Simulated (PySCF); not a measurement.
Members of one series of related molecules.

All values: PBE0/pcSseg-1 (PySCF) at GFN2-xTB geometries, gas phase, one conformer each.

(1) Rank by LUMO energy, lowest first.
A. `[C@H]1(F)[C@@H](CCC1)F`
B. `F[C@@H]1C[C@@H](C2CC2)C[C@@H]1F`
C. `C=C(C)C1C[C@@H](F)[C@H](F)C1`
D. `FC(F)[C@H]1C[C@@H](F)[C@@H](F)C1`

(2) Rank by HOMO–LUMO gap, highest first.
A. `F[C@@H]1C[C@@H](C2CC2)C[C@@H]1F`
B. `FC(F)[C@H]1C[C@@H](F)[C@@H](F)C1`
C. `F[C@@H]1CCC[C@H]1F`
D. `C=C(C)C1C[C@@H](F)[C@H](F)C1`

## Answers

(1) C (0.31 eV), D (0.72 eV), B (1.03 eV), A (1.25 eV).

(2) C (10.12 eV), B (9.87 eV), A (9.20 eV), D (7.62 eV).

All values together:

| SMILES | change | formula | μ (D) | HOMO (eV) | LUMO (eV) | lowest IAO charge (e) | highest IAO charge (e) | lowest Hirshfeld charge (e) | highest Hirshfeld charge (e) |
| --- | --- | --- | --- | --- | --- | --- | --- | --- | --- |
| F[C@@H]1CCC[C@H]1F | parent | C5H8F2 | 1.89 | -8.87 | 1.25 | -0.333 (F) | +0.160 (C) | -0.121 (F) | +0.059 (C) |
| F[C@@H]1C[C@@H](C2CC2)C[C@@H]1F | H on C replaced by cPr | C8H12F2 | 3.13 | -8.18 | 1.03 | -0.326 (F) | +0.167 (C) | -0.118 (F) | +0.054 (C) |
| C=C(C)C1C[C@@H](F)[C@H](F)C1 | H on C replaced by isopropenyl | C8H12F2 | 1.80 | -7.31 | 0.31 | -0.426 (C) | +0.162 (C) | -0.120 (F) | +0.059 (C) |
| FC(F)[C@H]1C[C@@H](F)[C@@H](F)C1 | H on C replaced by CHF2 | C6H8F4 | 3.00 | -9.15 | 0.72 | -0.325 (F) | +0.448 (C) | -0.113 (F) | +0.146 (C) |
| CCC1C[C@@H](F)[C@H](F)C1 | H on C replaced by C2H5 | C7H12F2 | 2.05 | -8.81 | 1.28 | -0.418 (C) | +0.162 (C) | -0.121 (F) | +0.058 (C) |

Conformers: `[F:1][C@@H:2]1[CH2:3][CH2:4][CH2:5][C@H:6]1[F:7]` with F1–C2–C3–C4 -138°, C2–C3–C4–C5 36°, C3–C4–C5–C6 -40°, C4–C5–C6–F7 -89°; `[F:1][C@@H:2]1[CH2:3][C@@H:4]([CH:5]2[CH2:6][CH2:7]2)[CH2:8][C@@H:9]1[F:10]` with C3–C4–C5–C6 -154°, F1–C2–C3–C4 -90°, C2–C3–C4–C5 -125°, C4–C5–C6–C7 109°, C3–C4–C8–C9 -22°; `[CH2:1]=[C:2]([CH3:3])[CH:4]1[CH2:5][C@@H:6]([F:7])[C@H:8]([F:9])[CH2:10]1` with C1–C2–C4–C5 -106°, C2–C4–C5–C6 -166°, C4–C5–C6–F7 -89°, C5–C6–C8–F9 115°, C6–C8–C10–C4 -20°; `[F:1][CH:2]([F:3])[C@H:4]1[CH2:5][C@@H:6]([F:7])[C@@H:8]([F:9])[CH2:10]1` with F1–C2–C4–C5 61°, C2–C4–C5–C6 126°, C4–C5–C6–F7 -151°, C5–C6–C8–F9 -75°, C6–C8–C10–C4 -37°; `[CH3:1][CH2:2][CH:3]1[CH2:4][C@@H:5]([F:6])[C@H:7]([F:8])[CH2:9]1` with C1–C2–C3–C4 177°, C2–C3–C4–C5 159°, C3–C4–C5–F6 -138°, C4–C5–C7–F8 112°, C5–C7–C9–C3 28°.

Task: Give the shifts from the parent, `F[C@@H]1CCC[C@H]1F`.

Result: 
```
                          SMILES  change in μ (D)  change in HOMO (eV)  change in LUMO (eV)
 F[C@@H]1C[C@@H](C2CC2)C[C@@H]1F            +1.24                +0.69                -0.22
    C=C(C)C1C[C@@H](F)[C@H](F)C1            -0.09                +1.56                -0.94
FC(F)[C@H]1C[C@@H](F)[C@@H](F)C1            +1.11                -0.28                -0.53
        CCC1C[C@@H](F)[C@H](F)C1            +0.16                +0.06                +0.03
```
